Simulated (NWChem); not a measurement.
BBr₂ cation

```xyz
3

Br    -1.7730    -0.0231     0.0203
B      0.0000     0.0004     0.0000
Br     1.7730     0.0234    -0.0203
```
Atoms are numbered in this order, from 1.

Structure relaxed at the B3LYP/6-31G* (spherical d) level.

Spin-orbit effects, on the heavy nuclei and on their neighbours, are missing.

### Question
Give the principal values of the shielding tensors (ppm) of Br1, B2 from PBE/pcSseg-1, GIAO (NWChem), with their diamagnetic and paramagnetic parts as GIAO splits them.

### Answer
| atom | σ11 | σ22 | σ33 | isotropic | diamagnetic | paramagnetic |
|---|---|---|---|---|---|---|
| Br1 | 1551.7 | 1551.7 | 3126.8 | 2076.7 | 3119.5 | -1042.8 |
| B2 | -50.9 | -50.9 | 230.2 | 42.8 | 203.3 | -160.4 |
